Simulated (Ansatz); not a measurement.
Mulliken charges of ClGeH2 (`[Cl][GeH2]`) radical from ωB97M-V/def2-TZVPP in Ansatz (PBE0-D4/def2-TZVP geometry).

| atom | x (Å) | y (Å) | z (Å) | charge (e) |
| --- | --- | --- | --- | --- |
| Cl1 | -1.563 | 0.305 | 0.994 | -0.274 |
| Ge2 | 0.107 | -0.451 | -0.142 | 0.215 |
| H3 | 0.073 | 0.260 | -1.514 | 0.030 |
| H4 | 1.383 | -0.114 | 0.662 | 0.030 |

Problem. By hand: the dipole of these point charges (1 e Å = 4.8032 D).

Solution. Σ q r = (0.495, -0.176, -0.328) e Å, of length 0.619 e Å = 2.97 D.

Problem. How does the dipole of the full density compare? (An estimate is asked.)

Solution. The calculation gave: (0.293, -0.137, -0.200) e Å, 1.83 D; the point charges give 1.62 times that, at 5° from its direction.

Point charges leave out the atoms' own dipoles, such as those of lone pairs, and Mulliken's split depends on the basis, so the two needn't agree.
